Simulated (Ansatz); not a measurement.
Species: [Zn(OCH3)2] (charge 0, multiplicity 1).

Task: Give a relaxed geometry from PBE-D3(BJ)/def2-SVP (Ansatz, a program for electronic structure).

Result: Several could match; the one computed here: the end point of this relaxation, one of several conformers.
Cartesian coordinates (Å) in one orientation:
```xyz
11

Zn     0.204     0.534    -0.112
O      1.867     0.188     0.429
C      2.188    -0.735     1.436
H      3.295    -0.741     1.575
H      1.894    -1.789     1.200
H      1.746    -0.491     2.436
O     -1.285     1.133    -0.886
C     -2.570     0.649    -0.596
H     -2.709    -0.439    -0.819
H     -3.309     1.196    -1.226
H     -2.886     0.804     0.467
```
